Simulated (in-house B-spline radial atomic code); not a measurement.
A fraction x of an electron is removed from 4p in Kr V (Kr4+), starting from [Ar] 3d10 4s2 4p2 and keeping the highest spin. All numbers are computed (non-relativistic SCAN, spin-polarised, spherical fractional occupations; point nucleus) with a B-spline radial code for spherical atoms, not measured.

| x | E(x) - E(0) (eV) | 4p up level (eV) |
| --- | --- | --- |
| 0 | 0.0000 | -57.968 |
| 0.11 | 6.4543 | -59.383 |
| 0.19 | 11.2462 | -60.415 |
| 0.36 | 21.7034 | -62.613 |
| 0.44 | 26.7539 | -63.650 |
| 0.5 | 30.5963 | -64.430 |
| 0.52 | 31.8875 | -64.690 |
| 0.74 | 46.4340 | -67.553 |
| 0.87 | 55.3261 | -69.250 |
| 1 | 64.4391 | -70.948 |

The exact functional would give a straight line between the two integer points. Deviations E(x) - E(0) - x[E(1) - E(0)], in eV: -0.634 at x = 0.11, -0.997 at x = 0.19, -1.495 at x = 0.36, -1.599 at x = 0.44, -1.623 at x = 0.5, -1.621 at x = 0.52, -1.251 at x = 0.74, -0.736 at x = 0.87.

The curve lies below the straight line by up to 1.623 eV (at x = 0.5): convex, the delocalisation error that favours fractional charges.

Problem. How well does Slater's transition state (minus the level at half occupation) give the ionisation energy?

Solution. It gives 64.430 eV against 64.439 eV from the two total energies; NIST lists 64.69 eV, ground level to ground level.
